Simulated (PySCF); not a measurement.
## Ir²⁺ (iridium, charge +2) across methods

[Xe] 4f14 5d6 6s1, high-spin 6D determinant (an excited configuration). Computed with PySCF 2.14 in x2c-TZVPPall (11s7p7d3f1g, 97 functions), with scalar relativity by spin-free X2C-1e.

```csv
method,E (hartree),mean ε 5d α (eV),mean ε 5d β (eV),mean ε 6s α (eV),Σ⟨r²⟩ (bohr²),⟨S²⟩
r2SCAN,-17828.51,-28.890,-25.674,-23.980,45.52,8.752
M06,-17828.69,-30.031,-27.291,-23.978,45.65,8.751
PBE0,-17828.21,-30.215,-26.936,-24.419,45.54,8.752
M06-L,-17827.91,-28.581,-25.500,-23.234,45.57,8.752
PBE,-17828.44,-28.325,-25.309,-23.611,45.68,8.751
LDA,-17817.29,-28.478,-25.537,-23.943,45.73,8.751
CAM-B3LYP,-17829.42,-31.441,-28.525,-25.620,45.66,8.751
UHF,-17823.03545,-35.001,-30.633,-26.267,45.54,8.754
```

Spin-orbit coupling, absent here, splits the open shell strongly.
